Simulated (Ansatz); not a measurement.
# HBr ··· H$_{2}$O$_{2}$

The pair of HBr (SMILES Br, atoms 1–2) and H$_{2}$O$_{2}$ (SMILES OO, atoms 3–6), both closed shells, in one local arrangement (a lower one may exist), relaxed at PBE0-D4/def2-TZVP:

```
atom    x (Å)    y (Å)    z (Å)
 Br1   0.4170   0.1335  -2.7635
  H2   0.1990   0.2416  -1.3459
  O3  -0.0226   0.4655   0.5433
  O4  -0.2724  -0.8405   1.0523
  H5   0.7917   0.7019   1.0065
  H6  -1.1128  -0.7019   1.5073
```

Ansatz 0.2.0; basis: def2-TZVPPD, with def2-QZVPPD for the basis limit; cores frozen in the correlated methods. Filled d shells of the heavier atoms are correlated. The def2 sets are not built for correlating such inner shells, so the correlated values are less sure here. B3LYP uses VWN-RPA correlation. Extrapolation: Hartree–Fock as exp(−7.88 √X), correlation as X^−2.97. Interaction energies count from these two fragments, frozen as in the pair, with the counterpoise correction; negative means bound.

Question: What is the interaction energy by CCSD(T) at an estimated basis limit (MP2 extrapolated from triple and quadruple zeta, plus CCSD(T) − MP2 in triple zeta)? (Judge from chemistry; the value comes from the calculation.)

Answer: By the calculation: -3.95 kcal/mol. Hartree–Fock alone gives -1.22 kcal/mol at the basis limit. It counts from the two fragments frozen as in the pair.

The same quantity by other methods in triple zeta, and each one's difference from that estimate:
```
   method  E_int (kcal/mol)  difference
   PBE-D4             -4.81       -0.86
revPBE-D4             -4.01       -0.06
  BLYP-D4             -4.08       -0.13
r2SCAN-D4             -4.57       -0.62
   B97M-V             -4.09       -0.14
  PBE0-D4             -4.46       -0.51
 B3LYP-D4             -4.12       -0.17
 HSE06-D4             -4.47       -0.52
  wB97X-V             -3.83        0.12
  wB97M-V             -3.80        0.15
   B2PLYP             -3.40        0.55
       HF             -1.25        2.70
      MP2             -3.88        0.08
     CCSD             -2.84        1.11
  CCSD(T)             -3.27        0.68
```
Differences are method less estimate.

Question: Which atoms make the shortest contact between the fragments?

Answer: H2 and O3, 1.92 Å apart.

Basis-set superposition shift (counterpoise-corrected less uncorrected): CCSD(T) 0.91; MP2 0.90; HF 0.12; PBE0-D4 0.13; wB97M-V 0.11 kcal/mol.

T1 diagnostic: at most 0.013.

For scale, one of the runs: CCSD(T)/def2-TZVPPD, 188 basis functions, launched by `ansatz run in.yaml --threads 4 --pin off --events-out ev --progress --plain --max-ram 9574MiB`. Hardware: 4 CPU threads of an Arm Neoverse V1, shared host. Wall time 50 s; peak host memory 2.1 GiB.
